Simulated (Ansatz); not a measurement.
`CCC(C)C(C)=O` → `C[C]=O`• + `C[CH]CC`•  (homolysis of the C–C bond)

Isolated molecules relaxed with PBE0-D4/def2-TZVP in Ansatz; ΔE leaves out vibrations. CBS: MP2 limit from def2 TZ/QZ plus the TZ coupled-cluster correction, frozen cores. DFT in def2-TZVPP. B3LYP here is the variant with VWN-RPA as its local correlation; programs differ in this. No spin–orbit coupling; open shells (•) take unrestricted orbitals. One conformer a species, not always the lowest.

`CCC(C)C(C)=O`:

```xyz
19

C    -1.914    1.145    0.532
C    -0.559    0.793    1.121
C     0.164   -0.307    0.358
C     1.446   -0.738    1.074
C     0.550    0.139   -1.044
C     0.524   -0.914   -2.116
O     0.881    1.276   -1.277
H    -1.813    1.527   -0.487
H    -2.573    0.272    0.504
H    -2.413    1.916    1.122
H     0.081    1.679    1.135
H    -0.678    0.469    2.161
H    -0.492   -1.181    0.268
H     2.121    0.114    1.181
H     1.212   -1.118    2.071
H     1.976   -1.525    0.531
H     1.021   -0.556   -3.016
H     0.985   -1.842   -1.769
H    -0.520   -1.149   -2.349
```

`C[C]=O`•:

```xyz
6

C     0.426    0.118   -0.136
C    -0.936    0.153    0.486
O    -1.773   -0.671    0.490
H     1.170    0.304    0.641
H     0.615   -0.841   -0.628
H     0.499    0.937   -0.853
```

`C[CH]CC`•:

Cartesian coordinates in Å:
```
C -1.231 -0.475 1.495
C -0.237 -0.598 0.405
C 0.135 0.572 -0.427
C 1.318 0.318 -1.348
H -1.253 -1.360 2.133
H -2.252 -0.333 1.106
H -1.026 0.396 2.128
H 0.065 -1.586 0.072
H -0.732 0.890 -1.032
H 0.345 1.431 0.225
H 1.551 1.198 -1.951
H 2.210 0.056 -0.774
H 1.109 -0.509 -2.032
```

| level | ΔE (kcal/mol) |
| --- | --- |
| LDA (SPW92) | 97.0 |
| B97M-V | 83.0 |
| B3LYP-D4 | 79.5 |
| PBE | 77.9 |
| CCSD/def2-SVP | 83.7 |
| CCSD(T)/def2-TZVPP | 85.6 |
| MP2/def2-QZVPP | 91.6 |
| MP2/CBS(def2) | 92.4 |

Question: What does CCSD(T)/CBS give? (An estimate is asked.)

Answer: Ansatz gave: +87.2 kcal/mol. The listed levels differ from it by 9.8, -4.2, -7.7, -9.3, -3.5, -1.6, 4.4, 5.2 kcal/mol.

Largest T1 diagnostic among the species: 0.019.

The D4 term adds +5.5 kcal/mol with B3LYP and +3.1 kcal/mol with PBE0; it sums over pairs of atoms, weighted by their polarisabilities, and B3LYP, whose exchange is more repulsive, gets the larger term. From BLYP to BHLYP (50 % exact exchange), in def2-TZVPP and without D4, ΔE moves by +5.9 kcal/mol. At CCSD(T), def2-SVP lies −1.6 kcal/mol from the extrapolated value and def2-TZVPP −1.6 kcal/mol.

CCSD(T)/CBS has its own doubt, a few kJ/mol and more with outer-core shells, so smaller differences from it don't rank the levels.
